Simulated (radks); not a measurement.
The numbers below are computed, except where a source is named.
Question: Excited configurations of neutral tellurium: one electron is placed in a higher orbital outside [Kr] 4d10 5s2 5p3. The ground configuration is [Kr] 4d10 5s2 5p4. Code: a radial shooting solver on a logarithmic mesh with Libxc functionals. Model: scalar-relativistic Kohn-Sham, PBEsol, spin-polarised, spherical densities, point nucleus; open shells are filled with parallel spins first (spin-orbit coupling, left out, can overturn this in heavy ions). Excitation = E - E(ground); binding = E(ion) - E, where the ion is the core of charge +1; n* = 1/sqrt(2 binding) in atomic units, and the quantum defect is n - n*.

outer orbital  excitation (eV)  binding (eV)     n*  quantum defect  eigenvalue (eV)  <r> (bohr)
4f                       7.701         0.951  3.783           0.217           -0.463       16.70
5d                       6.453         2.199  2.487           2.513           -0.665       6.663
5f                       7.988         0.664  4.527           0.473           -0.390       28.24
6p                       6.281         2.371  2.396           3.604           -1.328       8.343
6d                       7.342         1.309  3.224           2.776           -0.720       14.16
6f                       8.166         0.485  5.295           0.705           -0.307       42.12
7s                       6.934         1.718  2.814           4.186           -1.068       12.97
7p                       7.348         1.304  3.231           3.769           -0.789       16.41
7d                       7.825         0.827  4.057           2.943           -0.511       24.68

Estimate the row for 6s.

Answer: excitation (eV) 5.079; binding (eV) 3.572; n* 1.952; quantum defect 4.048; eigenvalue (eV) -2.076; <r> (bohr) 6.136. The Delta-SCF ionisation energy is 8.651 eV (NIST Atomic Spectra Database: 9.010 eV, measured). Self-interaction in the functional shifts the binding energies and quantum defects, so they are the method's values and not measured ones. Open shells are spherical and high-spin; term and fine-structure splittings are not resolved. Spin-orbit splitting is averaged out at the scalar-relativistic level.
